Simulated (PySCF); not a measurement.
[Sm(CO)]2+ at several levels of theory

Computed with PySCF 2.14.0 (density fitting, no spin-orbit coupling) at the geometry relaxed with PBE0:

```xyz
3
[Sm(CO)]2+ (singlet in the valence; each metal's 4f electrons, 6 of them, lie in its core potential, out of spins and levels)
Sm    0.0000    0.0000   -0.7002
C     0.0000    0.0000    2.1729
O     0.0000    0.0000    3.2884
```

| level | basis | state | HOMO (eV) | gap (eV) | charge on Sm1 (e) | population of f-type functions on Sm1 (polarisation alone where 4f lies in the core) | dipole about the centre of mass (D) | largest force component (eV/Å) |
| --- | --- | --- | --- | --- | --- | --- | --- | --- |
| PBE0 | Sm lcecp-0-SVP with ECP52, C def2-SVP, O def2-SVP | singlet | – | – | 1.83 | 0.00 | 2.60 | 0.00 |
| wB97X | the same | singlet | – | – | 1.84 | 0.00 | 2.73 | 0.04 |
| PBE0 | Sm lcecp-0-TZVP with ECP52, C def2-TZVP, O def2-TZVP | singlet | – | – | 1.88 | 0.00 | 2.56 | 0.66 |

In the lcecp rows the 4f levels are missing from HOMO and gap, and the state counts the valence alone.

Charges are Mulliken's, which hang on the basis. The relaxation used the grid (50, 194), these runs (75, 302) or, all-electron (x2c bases, spin-free X2C Hamiltonian), (99, 590).

What does r2SCAN with Sm lcecp-0-SVP with ECP52, C def2-SVP, O def2-SVP give here?

state singlet, charge on Sm1 (e) 1.84, population of f-type functions on Sm1 (polarisation alone where 4f lies in the core) 0.00, dipole about the centre of mass (D) 2.59, largest force component (eV/Å) 0.66. Time: 1.7 s on 2 threads of Arm Neoverse V1, on a shared host, from an already converged density.

An lcecp potential fixes the number of 4f electrons, so in runs with it no electron can move into or out of that shell.
